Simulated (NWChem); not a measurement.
MgH$_{4}$O$_{2}$Cl$_{2}$; SMILES [OH2]->[Mg](<-[OH2])([Cl])[Cl]

```xyz
9

Mg    -0.0316     0.2340     0.0060
Cl     1.4953     1.8731     0.3129
Cl    -0.5774    -1.9301     0.3615
O     -0.1675     0.2931    -2.0554
H     -0.2441    -0.5556    -2.5105
H      0.5027     0.8191    -2.5112
O     -1.6764     1.1494     0.8601
H     -2.2591     0.5874     1.3873
H     -1.5022     1.9563     1.3621
```
Atoms are numbered in this order, from 1.

All runs: NWChem. Pople sets run with spherical d functions. Geometry: optimised at PBE0/def2-SVP. Vzz is the largest principal value of the second derivative of the potential at the nucleus (NWChem prints the opposite sign); η is the asymmetry. Non-relativistic.

Q: What does the run give for Hartree-Fock/6-31G*? Quantities: Vzz Mg1 (a.u.); η Mg1; Vzz Cl3 (a.u.); η Cl3; Vzz O7 (a.u.); η O7.

A: 
```yaml
Vzz Mg1 (a.u.): -0.267
"η Mg1": 0.35
Vzz Cl3 (a.u.): 0.479
"η Cl3": 0.09
Vzz O7 (a.u.): -1.682
"η O7": 0.73
```
